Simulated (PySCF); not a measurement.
Species: p-toluidine, C7H9N.
Bonds: C1–C2, C2–C3 (aromatic), C3–C4 (aromatic), C4–C5 (aromatic), C5–N6, C5–C7 (aromatic), C7–C8 (aromatic), C2–C8 (aromatic). Hydrogens: H9, H10, H11 on C1; H12 on C3; H13 on C4; H14, H15 on N6; H16 on C7; H17 on C8.

Level: CAM-B3LYP/def2-SVPD in PySCF, non-relativistic, on one gas-phase PBE0-D3(BJ)/def2-SVP geometry that isn't relaxed in the solvent. The solvent is an IEF-PCM continuum (cavity from Bondi-type radii × 1.2). The model holds no explicit solvent molecules, cavitation or dispersion.

Gas phase at CAM-B3LYP/def2-SVPD: HOMO -6.91 eV, LUMO 0.95 eV, dipole 1.38 D.

**Question.** What does the continuum do to the energy, the frontier levels and the dipole at CAM-B3LYP/def2-SVPD in dichloromethane and methanol?

**Answer.** 
| solvent | ε | E(solvent) − E(gas) (kJ/mol) | polarisation term (kJ/mol) | distortion of the solute (kJ/mol) | HOMO (eV) | LUMO (eV) | dipole (D) |
| --- | --- | --- | --- | --- | --- | --- | --- |
| dichloromethane | 8.93 | -20.96 | -23.71 | 2.75 | -6.93 | 0.90 | 1.77 |
| methanol | 32.61 | -24.57 | -28.39 | 3.82 | -6.95 | 0.88 | 1.84 |

The polarisation term is half the interaction of the solute with the surface charges that it induces; the rest is the cost of distorting the solute's density. The sum is the electrostatic part of solvation alone. From dichloromethane to methanol the lowering changes by a factor 1.17, Onsager's factor (ε − 1)/(2ε + 1) by 1.14 and ε itself by 3.7.

**Question.** Which radius a makes the point-dipole formula ΔE = −[(ε − 1)/(2ε + 1)]·μ²/a³ give the value in methanol, with the gas-phase dipole?

**Answer.** μ = 0.544 au and |ΔE| = 0.00936 Eh give a = 1.31 Å; the farthest nucleus lies 3.58 Å from the centroid of the nuclei, so such a sphere wouldn't even hold the nuclei. The formula assumes a rigid point dipole at the centre of a sphere.

**Question.** How does the static polarisability (CAM-B3LYP/def2-SVPD, frozen core, with the continuum's full static response) change?

**Answer.** 
| medium | isotropic (au) | principal values (au) | ⟨r²⟩ of the electrons (bohr²) |
| --- | --- | --- | --- |
| gas | 92.2 | 56.9, 94.3, 125.5 | 1033.9 |
| dichloromethane | 123.7 | 76.1, 130.1, 165.0 | 1032.0 |
| methanol | 129.7 | 80.8, 136.9, 171.3 | 1031.7 |

The isotropic value in methanol is 1.41 times the gas-phase one; no cavity-field correction is applied. ⟨r²⟩ is taken about the centre of nuclear charge.

The values belong to the conformer `[CH3:1][c:2]1[cH:3][cH:4][c:5]([NH2:6])[cH:7][cH:8]1`: H–N6–C5–C4 23°, H–N6–C5–C4 159°.
